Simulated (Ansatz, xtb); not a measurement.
Relative energy of two isomers of C4H2B−

Structure X is `[C-]#CBC#C`, a singlet and structure Y is `BC#CC#[C-]`, a singlet. Both are isolated ions in the gas phase, relaxed with PBE0-D3(BJ)/def2-SVPD.

Energies in hartree; the thermal terms are from PBE0-D3(BJ)/def2-SVPD harmonic frequencies (ideal gas, rigid rotor, one conformer each, 200 K, 1 atm) and include the zero-point energy:

|  | X | Y |
| --- | --- | --- |
| E, CCSD(T)/def2-SVPD | −177.720613 | −177.717007 |
| E, MP2/def2-SVPD | −177.660189 | −177.658858 |
| E, MP2/def2-TZVPPD | −177.952391 | −177.951855 |
| zero-point energy | 0.038012 | 0.036892 |
| H(200 K) − E | 0.041677 | 0.040676 |
| G(200 K) − E | 0.020755 | 0.020531 |

Question: Correct the CCSD(T) difference for the basis set by the MP2 change, then work out ΔE, ΔE₀, ΔH and ΔG for X → Y in kcal/mol (1 Eh = 627.51 kcal/mol) and the equilibrium ratio [Y]/[X].

Answer: 1. Differences Y − X: CCSD(T) +0.003606, MP2 in the small set +0.001331, MP2 in the large set +0.000536 Eh.
2. ΔE = +0.003606 + (+0.000536 − (+0.001331)) = +0.002811 Eh = +1.76 kcal/mol.
3. ΔE₀ = ΔE + ΔZPE = +0.002811 + (−0.001120) Eh = +1.06 kcal/mol.
4. ΔH = ΔE + (−0.001001) Eh = +1.14 kcal/mol.
5. ΔG = ΔE + (−0.000224) Eh = +1.62 kcal/mol, so ΔS = (ΔH − ΔG)/T = −10.2 J/(mol K).
6. kT = 0.6334 mEh, so K = [Y]/[X] = exp(−ΔG/kT) = exp(−4.08) ≈ 0.017.

Structure X is favoured at this temperature. An error of 1 kcal/mol in ΔG would change K by a factor of 12. GFN2-xTB, HF/STO-3G, r2SCAN-D4/def2-SVPD, PBE0-D3(BJ)/def2-SVPD gave ΔE the other sign. Mirror images and further conformers aren't counted.

As drawn, Y has 1 C–C, 1 B–H in place of 1 C–B, 1 C–H.

Other levels gave ΔE = −21.7 (GFN2-xTB); −4.7 (HF/STO-3G, GFN2-xTB geometries); −5.9 (r2SCAN-D4/def2-SVPD, GFN2-xTB geometries); −3.7 (PBE0-D3(BJ)/def2-SVPD); +4.6 (HF/def2-SVPD); +0.8 (MP2/def2-SVPD); +2.3 (CCSD(T)/def2-SVPD) kcal/mol. The correlated steps freeze 5 core orbitals. Programs: Ansatz 0.2.0, xtb 6.7.1.
